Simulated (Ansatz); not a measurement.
CdClH₃OSi, SMILES `[SiH3][O][Cd][Cl]`, 7 atoms. Charge 0, multiplicity 1. Correlated methods include outer-core shells of Cd, which these sets cover unevenly. Cd takes the def2 core potential. All runs use 4 threads of an Arm Neoverse V1 on a shared host. Correlated methods freeze the cores.

Task: How many basis functions does each run have, and how long does it take in Ansatz? RKS PBE0-D4/def2-TZVP frequencies; RKS B3LYP-D4/def2-TZVPP energy and forces; RHF-CCSD(T)/def2-TZVPP energy; RHF-CCSD(T)/def2-SVP energy; RKS ωB97M-V/def2-QZVPP energy; RKS PBE-D4/def2-TZVPP energy and forces; RKS r2SCAN0-D4/def2-TZVPP energy; RKS PBE0-D4/def2-SVP energy; RKS PBE0-D4/def2-TZVP relaxation (27 steps); RHF-MP2/def2-QZVPP energy; RKS SPW92 (LDA)/def2-TZVPP energy; direct RPA on PBE orbitals/def2-TZVPP energy. (An estimate is asked.)

Result: Ansatz gave: Other jobs shared the machine, so times are rough.

| level | job | functions | wall time | peak host memory (GiB) |
| --- | --- | --- | --- | --- |
| RKS PBE0-D4/def2-SVP | energy | 96 | 1.2 s | 0.19 |
| RKS SPW92 (LDA)/def2-TZVPP | energy | 213 | 1.5 s | 0.26 |
| RKS PBE-D4/def2-TZVPP | energy and forces | 213 | 1.9 s | 0.27 |
| RKS B3LYP-D4/def2-TZVPP | energy and forces | 213 | 3.8 s | 0.57 |
| direct RPA on PBE orbitals/def2-TZVPP | energy | 213 | 4.1 s | 0.43 |
| RKS r2SCAN0-D4/def2-TZVPP | energy | 213 | 4.4 s | 0.55 |
| RHF-CCSD(T)/def2-SVP | energy | 96 | 5.5 s | 0.42 |
| RHF-MP2/def2-QZVPP | energy | 375 | 11 s | 1.5 |
| RKS ωB97M-V/def2-QZVPP | energy | 375 | 16 s | 1.4 |
| RKS PBE0-D4/def2-TZVP | relaxation (27 steps) | 163 | 68 s | 0.42 |
| RKS PBE0-D4/def2-TZVP | frequencies | 163 | 79 s | 0.41 |
| RHF-CCSD(T)/def2-TZVPP | energy | 213 | 2.5 min | 3.4 |

B3LYP here is the variant with VWN-RPA as its local correlation; programs differ in this.
